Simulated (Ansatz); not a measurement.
## Counterpoise correction, worked out

The pair of HCN (SMILES C#N, atoms 1–3) and H2Te (SMILES [TeH2], atoms 4–6), both closed shells, in one local arrangement (a lower one may exist), relaxed at PBE0-D4/def2-TZVP:

```
6
angstrom
C -0.0116 -0.0220 -2.4151
N 0.3215 0.2832 -1.3627
H -0.3223 -0.3067 -3.3974
Te -0.4038 0.5592 2.7627
H 0.1319 0.3670 1.2084
H 0.2843 -0.8807 3.2041
```

Ansatz 0.2.0; basis: def2-TZVPPD; cores frozen in the correlated methods. Filled d shells of the heavier atoms are correlated. Core potentials replace the inner electrons of the atoms past krypton. The def2 sets are not built for correlating such inner shells, so the correlated values are less sure here.

MP2 total energies in eV:

| system | geometry | basis functions | energy |
| --- | --- | --- | --- |
| pair | pair | all | -9847.60474 |
| HCN | as in the pair | all (partner as ghosts) | -2537.64267 |
| H2Te | as in the pair | all (partner as ghosts) | -7309.89982 |
| HCN | as in the pair | its own | -2537.63580 |
| H2Te | as in the pair | its own | -7309.88302 |
| HCN | free (PBE0-D4 minimum) | its own | -2537.63700 |
| H2Te | free (PBE0-D4 minimum) | its own | -7309.88325 |

Problem. Work out the interaction energy with and without the counterpoise correction, the superposition error, and the binding energy from the relaxed fragments.

Solution. Without correction: -9847.60474 − (-2537.63580) − (-7309.88302) = -0.08592 eV.
With correction (each fragment in the whole basis): -9847.60474 − (-2537.64267) − (-7309.89982) = -0.06225 eV = -1.44 kcal/mol.
The superposition error is the difference, 0.02367 eV, 28 % of the uncorrected value: each fragment borrows its partner's functions.
Deformation from the free shapes: 0.00120 eV for HCN and 0.00023 eV for H2Te.
Binding energy from relaxed fragments: -0.06225 + 0.00120 + 0.00023 = -0.06082 eV = -1.40 kcal/mol (electronic, without zero-point energy; negative means bound). For comparison, the corrected interaction energy by CCSD(T) at an estimated basis limit (MP2 extrapolated from triple and quadruple zeta, plus CCSD(T) − MP2 in triple zeta) is -0.056 eV.

The T1 diagnostic stays at or below 0.015.

For scale, one of the runs: CCSD(T)/def2-TZVPPD, 184 basis functions, launched by `ansatz run in.yaml --threads 2 --pin off --events-out ev --progress --plain --max-ram 5222MiB`. The run took 24 s on 2 CPU threads of an Intel Xeon 6975P-C (shared host), with 2.2 GiB of host memory at its peak.
